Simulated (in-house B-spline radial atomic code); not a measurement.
Values are calculated unless marked as measured or tabulated.
# Ar in an electron gas of r_s = 1.65: phase shifts, screening and friction

A nucleus sits in a uniform electron gas with a rigid positive background. The Kohn-Sham equations are solved self-consistently in the spin-unpolarised LDA (PW92), non-relativistic, on B-splines with outgoing waves at the boundary and partial waves to l = 8. The model has no lattice, no bands and no magnetic solution. Atomic units; δ_l are the phase shifts at the Fermi level, counted so that each bound state adds π, and good to about 0.0005.

The density parameter is r_s = 1.65 bohr.

| l | δ_l (rad) |
| --- | --- |
| 0 | 7.5633 |
| 1 | 5.1405 |
| 2 | 0.9002 |
| 3 | 0.0796 |
| 4 | 0.0179 |
| 5 | 0.0046 |
| 6 | 0.0011 |
| 7 | 0.0004 |
| 8 | 0.0001 |

Bound levels below the band bottom (hartree): s -113.2, s -10.26, p -7.902, s -0.4736, p -0.02317.

(1) Check the Friedel sum rule, and say where the screening charge sits.

(2) Find the transport cross section and the electronic stopping of a 2 keV Ar ion (mass 39.95 u).

## Answers

(1) k_F = (9π/4)^(1/3)/r_s = 1.16313. The rule is Z = (2/π) Σ (2l + 1) δ_l. The terms are s 4.815, p 9.818, d 2.865, f 0.355 and 0.149 beyond, in all 18.002 against Z = 18. Bound states hold 6 s, 12 p, 0 d electrons, so the scattering states carry 0.00 in all; where a term is smaller than its bound count, the bound level has drawn weight out of the band.

(2) σ_tr = (4π/k_F²) Σ (l + 1) sin²(δ_l − δ_(l+1)). The terms for l = 0 to 3 are 0.4336, 1.5864, 1.6055, 0.0152, all together 3.6417, so σ_tr = 9.289 × 3.6417 = 33.827 bohr². With n = 3/(4π r_s³) = 0.05314, the friction coefficient is Q = n k_F σ_tr = 2.0910. For v well below v_F = 1.163, dE/dx = Q v; with 24801 eV per u at v = 1, v = √(2000/(24801 × 39.95)) = 0.0449, so dE/dx = 0.09394 hartree/bohr = 48.3 eV/nm.
